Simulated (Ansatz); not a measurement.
A search over several starts for the lowest SCF solution of In2As⁺ at the given spin, in a small basis.

```yaml
crystal:
  periodic: [false, false, false]
  atoms:
    - {symbol: In, position_ang: [1.974493, -1.016420, 0.167644]}
    - {symbol: In, position_ang: [-1.646590, 1.326000, 0.700171]}
    - {symbol: As, position_ang: [-0.327903, -0.309580, -0.867806]}
basis:
  gaussian: {orbitals: def2-SVP, initial_orbitals: start.molden}
total_charge: 1
magnetization: {spin_polarized: true, initial_magnetization: 2}
hamiltonian: {xc: pbe0, dispersion: d4}
output: {orbitals: {seedname: orbitals}}
```

The file start.molden holds the orbitals of an earlier run on this structure, at another level or in another basis.

```sh
$ ansatz run in.yaml --threads 4 --pin off --events-out ev --progress --plain --max-ram 3916MiB
```

Output, abridged:

```
Functional definition: PBE0
994 factors; integrals over basis functions are off by at most 3.0e-4 eV
mean field evaluation 1: about -71167.9949 eV, gradient 2.5e1 eV
mean field evaluation 2: about -71168.1806 eV, gradient 3.2e-1 eV
mean field evaluation 4: about -71168.1895 eV, gradient 2.7e-3 eV
mean field evaluation 8: about -71168.1884 eV, gradient 3.2e-1 eV
mean field evaluation 16: about -71168.1895 eV, gradient 1.5e-2 eV
mean field evaluation 32: about -71168.1906 eV, gradient 2.3e-5 eV
mean field evaluation 64: about -71168.1895 eV, gradient 4.9e-2 eV
mean field evaluation 96: about -71167.9802 eV, gradient 3.4e0 eV
mean field evaluation 128: about -71168.1886 eV, gradient 3.0e-2 eV
mean field -71168.19064476 eV, -2615.3827666626 hartree, gradient 2.3e-6 eV, S^2 2.018040; 13 other end points of the search recorded, 0 dependent functions left out
reference -71168.19067429 eV, -2615.3827677479 hartree; 38, 36 occupied and 46, 48 virtual orbitals, 994 factors
Total energy: -71168.31959391 eV, -2615.3875054566 hartree
```

Run time 11 s (4 threads of Intel Xeon 6975P-C on a shared host).

In the def2 sets In takes a core potential; there is no spin–orbit coupling. The structure comes from a short search, and lower isomers may exist.
